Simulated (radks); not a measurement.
Question: Calculated with a radial shooting solver on a logarithmic mesh with Libxc functionals: Dirac Kohn-Sham, PBE, spin-unpolarised, spherical densities, point nucleus; open shells are shared between the two j in proportion to 2j + 1. Each species is in its NIST ground configuration. Rank Sr4+, Zr4+, Xe4+, Ag4+, Cd4+, Rb4+, Te4+, In4+, Tc4+, Rh4+, Pd4+, Sb4+, Ru4+, Nb4+, I4+, Sn4+, Mo4+ by radius at which the density is 0.001 e/bohr^3 (bohr), largest first.

Answer: Xe4+ 3.43, I4+ 3.39, Te4+ 3.24, Sb4+ 3.13, Rb4+ 3.04, Mo4+ 3.04, Tc4+ 3.03, Ru4+ 3.01, Nb4+ 3.00, Sr4+ 2.99, Rh4+ 2.98, Pd4+ 2.94, Ag4+ 2.90, Zr4+ 2.89, Cd4+ 2.86, In4+ 2.81, Sn4+ 2.77.
